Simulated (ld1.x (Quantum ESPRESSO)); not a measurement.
## Configuration tests for Ce (RRKJ)

```
Element                 : cerium
Generator               : ld1.x (Quantum ESPRESSO) 7.5
Type                    : norm-conserving RRKJ (Kleinman–Bylander form)
Functional              : PBEsol
Relativity              : scalar-relativistic
Frozen core             : [Kr] 4d10
Valence charge          : 12
Reference configuration : 4f1 5s2 5p6 5d1 6s2 6p0
Partial waves           : 5s (bound): rc 1.70 bohr; 5p (bound): rc 2.55 bohr; 5d (bound): rc 2.40 bohr; 4f (bound): rc 1.70 bohr
Local potential         : all-electron potential smoothed inside 1.50 bohr (lloc = -2)
Core correction         : none
rho0                    : 0.005
```

Occupied shells without a wave of their own: 6s. They enter only through the test configuration that unscreens the potential.

Energies are relative to the spin-unpolarised reference configuration 4f1 5s2 5p6 5d1 6s2 6p0; without spin polarisation the order of configurations can differ from experiment.

```tsv
valence configuration	charge	ΔE all-electron (eV)	error AE − PS (meV)
4f1 5s2 5p6 5d1 6s1 6p0	+1	6.103	-146
4f1 5s2 5p6 5d0 6s0 6p0	+3	36.277	-568
4f1 5s2 5p6 5d1 6s0 6p2	0	5.049	-134
4f1 5s2 5p6 5d2 6s1 6p0	0	0.906	-94
4f1 5s2 5p6 5d1.5 6s1.5 6p0	0	0.403	-51
```

Question: What are ΔE and the potential's error for 4f1 5s2 5p6 5d1 6s0 6p0?

Answer: ΔE = 17.140 eV all-electron; the error (AE − PS) is -395 meV.

Question: What are ΔE and the potential's error for 4f1 5s1 5p6 5d1 6s2 6p0?

Answer: ΔE = 45.770 eV all-electron; the error (AE − PS) is +86 meV.

ld1.x printed “convergence not achieved” for 7 of the counted tests; their residual had stalled under 1e-8, short of the target of 1e-14. The 6s level has no wave, so the channel is fitted at the deeper level alone: the likely source of the large errors.
